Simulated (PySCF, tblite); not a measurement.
C4H10FNSi.
SMILES: `F[C@@H]([SiH3])[C@@H]1CCN1`

Jobs on this species (17 atoms, 64 electrons) with PySCF (density fitting) and tblite. Hardware of each: one thread, Intel Xeon at 2.50 GHz (x86_64), no GPU, on a shared host. Times come from a shared host and carry two figures at best.

| level and settings | work | basis functions | SCF cycles | wall time |
| --- | --- | --- | --- | --- |
| GFN2-xTB | Hessian by finite differences | – | – | ? |
| PBE0/pcSseg-1 | shieldings, ring-centre shieldings, charges and field gradients, density and orbital grids written | 176 | ? | ? |
| CAM-B3LYP/def2-SVPD | 8 singlets by full TDDFT, 3 Tamm–Dancoff triplets, polarisability | 227 | 13 | 2.1 min |
| GFN2-xTB | L-BFGS relaxation | – | – | 1.6 s |

Task: Fill in the missing figures.

Result: 
- GFN2-xTB; Hessian by finite differences: 1.6 s
- PBE0/pcSseg-1; shieldings, ring-centre shieldings, charges and field gradients, density and orbital grids written: 93 s, 12 SCF cycles

Task: What do all jobs in the table cost together?

Result: About 3.7 min; the longest takes about 57 % of that, and about 79 times as long as the shortest.
